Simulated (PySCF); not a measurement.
Compound: C2H11O2PSi2.
SMILES with atom numbers: `[CH3:1][O:2][Si@H:3]([CH3:4])[O:5][SiH2:6][PH2:7]` (hydrogens: H8, H9, H10 on C1; H11 on Si3; H12, H13, H14 on C4; H15, H16 on Si6; H17, H18 on P7)

Cartesian coordinates in Å at the GFN2-xTB level; atoms count from 1:
```
atom  x, y, z in Å
C1    -2.577    1.473   -0.424
O2    -1.223    1.179   -0.593
Si3   -0.543   -0.246   -0.964
C4    -0.910   -1.587    0.326
O5     1.038    0.099   -1.012
Si6    2.473    0.309   -0.301
P7     2.511   -0.833    1.629
H8    -3.005    0.891    0.396
H9    -3.138    1.254   -1.335
H10   -2.664    2.536   -0.197
H11   -0.850   -0.660   -2.331
H12   -0.350   -2.494    0.123
H13   -1.964   -1.853    0.353
H14   -0.628   -1.252    1.323
H15    2.675    1.752   -0.154
H16    3.435   -0.299   -1.220
H17    1.924    0.166    2.391
H18    3.787   -0.427    1.977
```

Level of theory: TDDFT PBE0/def2-SVPD, vertical, gas phase, core orbitals frozen in the response in PySCF 2.14.0, density-fitted response routines.

Frontier orbitals with the atoms that hold most of them (Löwdin shares over 4%, at most four atoms; ? is withheld):

```tsv
orbital	ε (eV)	atoms
HOMO-3	-8.88	O2 41%, C1 12%, Si3 8%, O5 8%
HOMO-2	-8.59	O5 23%, P7 16%, Si6 15%, O2 13%
HOMO-1	-8.01	?
HOMO	-7.39	P7 60%, Si6 15%, H17 6%, H18 6%
LUMO	0.18	?
LUMO+1	0.37	P7 22%, Si6 17%, H17 12%, Si3 6%
LUMO+2	0.61	P7 27%, Si6 13%, H17 9%, C1 8%
```

Problem. Which atoms hold the LUMO, and with what shares?

Solution. Si6 (bonded to O, P and 2 H) 29%; P7 (bonded to Si and 2 H) 20%; H16 (bonded to Si) 8%; Si3 (bonded to C, 2 O and H) 7%. By element: silicon 36%, phosphorus 20%, hydrogen 8% or more.

Problem. Give the leading atoms of the HOMO-1.

Solution. O2 (bonded to C and Si) 36%; C4 (bonded to Si and 3 H) 14%; Si3 (bonded to C, 2 O and H) 14%; H11 (bonded to Si) 10%.

Problem. How does S1 compare with the orbital gap of 7.57 eV?

Solution. S1 is at 6.27 eV (f = 0.025), 1.30 eV below the gap, made of HOMO→LUMO (60%), HOMO→LUMO+1 (25%), HOMO→LUMO+2 (9%). Without the coupling terms of the response equations the lowest excitation would equal the gap.

Next come S2 at 6.61 eV (f 0.015), HOMO→LUMO+1 (53%), HOMO→LUMO (29%), HOMO→LUMO+2 (12%); S3 at 6.85 eV (f 0.027), HOMO→LUMO+2 (50%), HOMO→LUMO+3 (24%), HOMO→LUMO+1 (12%); S4 at 7.16 eV (f 0.153), HOMO→LUMO+3 (29%), HOMO-1→LUMO (29%), HOMO→LUMO+4 (27%); S5 at 7.18 eV (f 0.090), HOMO-1→LUMO (56%), HOMO→LUMO+3 (14%), HOMO→LUMO+4 (12%).

On one thread, Intel Xeon Platinum 8488C (x86_64), shared host with 192 logical CPUs at a one-minute load of 48, this took 48 s and 0.94 GiB of memory at its peak.

One conformer stands for the species.

Without π bonds the low states may be Rydberg-like; a valence basis with one diffuse set may place them up to an eV too high.
